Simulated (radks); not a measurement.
Q: These are the eigenvalues of the occupied orbitals of an atom or ion with whole-number occupations (eV). All-electron calculation, Dirac Kohn-Sham, relativistic LDA (MacDonald-Vosko exchange, VWN5 correlation), spin-unpolarised, spherical densities, finite nucleus; Fermi nuclear charge, rms radius of each element as measured or else 0.836 A^(1/3) + 0.57 fm. Program: a radial shooting solver on a logarithmic mesh with Libxc functionals.

orbital  eigenvalue
1s1/2     -25469.23
2s1/2     -4011.607
2p1/2     -3754.712
2p3/2     -3580.920
3s1/2     -960.5132
3p1/2     -858.2679
3p3/2     -826.5577
3d3/2     -646.1001
3d5/2     -639.5651
4s1/2     -333.0387
4p1/2     -296.9330
4p3/2     -289.8309

Which element is it, and in what charge state? The configuration may be excited.

A: Z = 47, silver, charge +12: Ag12+ in [Ar] 3d(3/2: 4, 5/2: 5) 4s2 4p6. The list shows which subshells hold electrons but not how many an open one holds; the 1s level, -935.98 hartree, gives Z - s = 43.3 by -(Z - s)^2/2, which with screening and relativity narrows Z to a few neighbours, and the depths of the outer levels then fix element, charge and occupations together.
